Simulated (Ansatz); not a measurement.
Ideal-gas functions of `[CH3][GeH]([Cl])[C]#N` at 600 K and 1 bar, from an Ansatz frequency run at PBE0-D4/def2-TZVP.

Molar mass 150.12 g/mol, point group C1 (symmetry number 1), electronic degeneracy 1, moments of inertia 151.431, 245.242, 346.488 u Å². Harmonic wavenumbers (cm⁻¹, unscaled): 102, 127, 133, 163, 318, 339, 430, 484, 629, 668, 717, 827, 863, 1273, 1446, 1450, 2198, 2333, 3071, 3167, 3175.

Use S(trans) = R[1.5 ln M + 2.5 ln T − 1.1517]; rotational temperatures θ = 24.2544 K / I; S(rot) = R[ln(√π/σ · √(T³/θAθBθC)) + 1.5]; for each mode x = 1.438777 ν̃/T, S = R[x/(eˣ − 1) − ln(1 − e⁻ˣ)] and H = RT x/(eˣ − 1); 1 cm⁻¹ = 0.0119627 kJ/mol; R = 8.31446 J/(mol·K).

By hand: the entropy, in J/(mol·K).

Translation 185.9. Rotation: θ = 0.1602, 0.0989, 0.07 K, giving 125.3. Vibration, mode by mode: 20.04, 18.23, 17.85, 16.18, 10.77, 10.26, 8.42, 7.53, 5.64, 5.23, 4.76, 3.86, 3.61, 1.66, 1.19, 1.18, 0.27, 0.20, 0.04, 0.04, 0.04, in all 137.0. Electronic 0.0. Sum 448.2 J/(mol·K).

By hand: H − E and G − E in kJ/mol, counted from the electronic energy.

Zero-point energy ½ × 23913 × 0.0119627 = 143.0; thermal vibration 40.3; translation, rotation and pV give 4 RT = 20.0. H − E = 203.3 kJ/mol, and G − E = 203.3 − 600 × 448.2/1000 = -65.6 kJ/mol.

Vibration gives 31 % of the entropy, 56.1 J/(mol·K) of it from the modes under 150 cm⁻¹: soft modes count most, and the harmonic formula is weakest for them. The sum counts one conformer and one mirror image; others add a mixing term.
